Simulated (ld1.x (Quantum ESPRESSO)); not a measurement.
**N, PAW: configuration errors across variants**

nitrogen, PAW, made with ld1.x (Quantum ESPRESSO) 7.5 (PBEsol, non-relativistic). Core [He], reference 2s2 2p3. Waves: 2s (bound): rcut 1.00, rcutus 1.10 bohr; 2s channel at 0.9 Ry: rcut 1.00, rcutus 1.10 bohr; 2p (bound): rcut 1.20, rcutus 1.50 bohr; 2p channel at -0.05 Ry: rcut 1.20, rcutus 1.50 bohr. Local part: all-electron potential smoothed inside 1.20 bohr (lloc = -1). Core correction: Bessel-smoothed model core inside 0.50 bohr. Augmentation charge: BESSEL, radius 1.05 bohr.

All-electron excitation energies from the reference (eV): (1) 2s2 2p2 13.527; (2) 2s2 2p1 42.269; (3) 2s2 2p0 89.156; (4) 2s1 2p0 166.624; (5) 2s2 2p2.5 5.065; (6) 2s1 2p4 11.404; (7) 2s1 2p3 25.208.

Errors AE − PS in meV (a dash: test not solved or not reliable):

| change | (1) | (2) | (3) | (4) | (5) | (6) | (7) | bound ghosts |
| --- | --- | --- | --- | --- | --- | --- | --- | --- |
| base | -1.3 | -8.8 | +3.5 | -17 | -0.1 | -0.3 | -2.3 | none |
| all radii but the core radius scaled by about 0.75 (s 0.82, p 1.12 bohr, rcut 0.74/0.90); local potential all-electron potential smoothed inside 0.90 bohr (lloc = -1); augmentation BESSEL, radius 0.78 bohr | -0.2 | -2.1 | -9.3 | -37 | 0.0 | -0.3 | -0.8 | none |
| all radii but the core radius scaled by about 0.82 (s 0.90, p 1.22 bohr, rcut 0.82/0.98); local potential all-electron potential smoothed inside 0.98 bohr (lloc = -1); augmentation BESSEL, radius 0.86 bohr | -0.3 | -2.8 | -7.9 | -34 | 0.0 | -0.3 | -1.0 | none |
| all radii but the core radius scaled by about 1.08 (s 1.18, p 1.62 bohr, rcut 1.08/1.30); local potential all-electron potential smoothed inside 1.30 bohr (lloc = -1); augmentation BESSEL, radius 1.14 bohr | -0.3 | -1.0 | +11 | -8.0 | -0.1 | -0.3 | -1.6 | none |
| all radii but the core radius scaled by about 1.16 (s 1.28, p 1.74 bohr, rcut 1.16/1.40); local potential all-electron potential smoothed inside 1.40 bohr (lloc = -1); augmentation BESSEL, radius 1.22 bohr | +0.1 | +2.2 | +23 | +9.5 | 0.0 | -0.3 | -1.1 | none |
| all radii but the core radius scaled by about 1.22 (s 1.34, p 1.84 bohr, rcut 1.22/1.46); local potential all-electron potential smoothed inside 1.46 bohr (lloc = -1); augmentation BESSEL, radius 1.28 bohr | -0.1 | +1.5 | +32 | +22 | 0.0 | -0.3 | -1.3 | none |
| all radii but the core radius scaled by about 1.28 (s 1.42, p 1.92 bohr, rcut 1.28/1.54); local potential all-electron potential smoothed inside 1.54 bohr (lloc = -1); augmentation BESSEL, radius 1.34 bohr | -0.6 | -0.8 | +42 | +39 | -0.1 | -0.3 | -1.7 | none |
| all radii but the core radius scaled by about 1.38 (s 1.52, p 2.08 bohr, rcut 1.38/1.66); local potential all-electron potential smoothed inside 1.66 bohr (lloc = -1); augmentation BESSEL, radius 1.46 bohr | -2.2 | -6.5 | +69 | +94 | -0.4 | -0.3 | -2.9 | none |

(1) Give the same row for: all radii but the core radius scaled by about 0.93 (s 1.02, p 1.40 bohr, rcut 0.94/1.12); local potential all-electron potential smoothed inside 1.12 bohr (lloc = -1); augmentation BESSEL, radius 0.98 bohr.

Results:

(1) -0.8, -6.3, -2.2, -25, -0.1, -0.3, -1.8; bound ghosts: none.
